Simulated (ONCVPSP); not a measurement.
**hafnium, ONCV: configuration errors across variants**

ONCVPSP 4.0.1 input, shortened (lines: element, Z, core and valence counts, functional; n l f; lmax; l rc ep ncon nbas qcut; lloc lpopt rc5 dvloc0; l nproj debl; icmod fcfact rcfact), PBE, scalar-relativistic:

```
  Hf 72.00    9    5        4      upf
    1    0    2.00
    2    0    2.00
    2    1    6.00
    3    0    2.00
    3    1    6.00
    3    2   10.00
    4    0    2.00
    4    1    6.00
    4    2   10.00
    4    3   14.00
    5    0    2.00
    5    1    6.00
    5    2    2.00
    6    0    1.00
    3
    0    2.15    0.00    5    9    6.70
    1    1.55    0.00    3    7    8.60
    2    2.35    0.00    4    9    5.90
    3    0.65    0.00    3    8   24.40
    3    5    0.65    0.00
    0    2    1.80
    1    2    2.60
    2    3    2.70
    3    0    0.50
    1    0.25    0.00
```

All-electron excitation energies from the reference (eV): (1) 4f14 5s2 5p6 5d2 6s2 -7.977; (2) 4f14 5s2 5p6 5d2 6s0 14.180; (3) 4f14 5s2 5p6 5d1 6s0 35.974; (4) 4f14 5s2 5p6 5d0 6s0 68.827.

A true bound ghost makes a file unfit for plane-wave use even where its test errors are small: the radial tests pick states by their node count and pass the ghost by.

Errors AE − PS in meV (a dash: test not solved or not reliable):

```csv
change,(1),(2),(3),(4),bound ghosts,GHOST(+) flags above zero
base,+2.0,-5.8,-7.6,-20,"s, p, d",none
"all radii but the core radius scaled by about 0.78 (s 1.68, p 1.22, d 1.84, f 0.50 bohr)",+2.3,-5.1,-9.5,-31,"s, p, d",p
"all radii but the core radius scaled by about 0.87 (s 1.86, p 1.34, d 2.04, f 0.56 bohr)",+2.2,-5.3,-9.1,-30,"s, p, d",p
"all radii but the core radius scaled by about 1.11 (s 2.38, p 1.72, d 2.60, f 0.72 bohr)",+2.1,-6.1,-3.3,+15,"s, p, d",none
"all radii but the core radius scaled by about 1.14 (s 2.46, p 1.76, d 2.68, f 0.74 bohr)",+2.2,-6.3,-1.5,+25,"s, p",d
"all radii but the core radius scaled by about 1.24 (s 2.66, p 1.92, d 2.90, f 0.80 bohr)",+1.9,-7.0,+4.0,+62,"s, p, d",none
"all radii but the core radius scaled by about 1.30 (s 2.80, p 2.02, d 3.06, f 0.84 bohr)",+1.1,-7.5,+9.9,+100,"s, p, d",none
```

Question: Give the same row for: all radii but the core radius scaled by about 0.96 (s 2.06, p 1.48, d 2.26, f 0.62 bohr).

Answer: +2.1, -5.6, -8.1, -24; bound ghosts: s, p, d; GHOST(+) flags above zero: none.
